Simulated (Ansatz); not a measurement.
Consider the ligand exchange at a B–F bond: `FBBr` + CH₃NH₂ → `CNBBr` + H–F.

Computed with Ansatz on PBE0-D4/def2-TZVP structures; ΔE is electronic, products minus reactants. CCSD(T)/CBS is the MP2 limit (def2-TZVPP, def2-QZVPP) plus CCSD(T) − MP2 in def2-TZVPP, frozen cores. This one scheme is used for every species. DFT in def2-TZVPP. For Br outer-core shells are correlated without core-valence functions, which leaves a few kJ/mol of doubt a bond. Scalar relativity is left out up to krypton. One conformer a species, not always the lowest.

`FBBr`:

Z-matrix (Å, degrees):
```
B
F 1 1.309
Br 1 1.905 2 119.0
H 1 1.190 2 120.7 3 -180.0
```

CH₃NH₂:

Z-matrix (Å, degrees):
```
C
N 1 1.453
H 1 1.092 2 109.4
H 1 1.100 2 115.4 3 -121.6
H 1 1.092 2 109.4 3 116.8
H 2 1.012 1 110.6 3 62.6
H 2 1.012 1 110.6 3 -179.3
```

`CNBBr`:

Z-matrix (Å, degrees):
```
C
N 1 1.446
H 1 1.094 2 111.3
H 1 1.094 2 111.3 3 -121.0
H 1 1.090 2 109.2 3 119.5
B 2 1.378 1 125.8 3 -119.6
H 2 1.009 1 114.9 3 60.4
Br 6 1.934 2 119.5 1 -180.0
H 6 1.191 2 122.0 1 -0.0
```

H–F:

Z-matrix (Å, degrees):
```
F
H 1 0.920
```

| species | ωB97M-V energy (Eh) |
| --- | --- |
| `FBBr` | -2699.40707 |
| CH₃NH₂ | -95.84061 |
| `CNBBr` | -2694.78979 |
| H–F | -100.46072 |

Q: Work out ΔE.

A: ΔE = (-2694.78979) + (-100.46072) − (-2699.40707) − (-95.84061) = -0.00283 Eh = -0.08 eV. CCSD(T)/CBS gives -0.15 eV.

Largest T1 diagnostic among the species: 0.011.

The D4 term adds −0.07 eV with B3LYP and −0.04 eV with PBE0; it sums over pairs of atoms, weighted by their polarisabilities, and B3LYP, whose exchange is more repulsive, gets the larger term. Leaving LDA and LC-ωPBE aside and taking each functional with its dispersion term where it has one, the values, not all of them listed here, spread over 0.15 eV, from PBE0-D4 to B97M-V. LDA lies −0.13 eV from PBE without D4. In def2-TZVPP, CCSD(T) changes the Hartree–Fock value by −0.21 eV (the triples alone add −0.03 eV) and MP2 by −0.26 eV.

B3LYP here is the variant with VWN-RPA as its local correlation; programs differ in this.
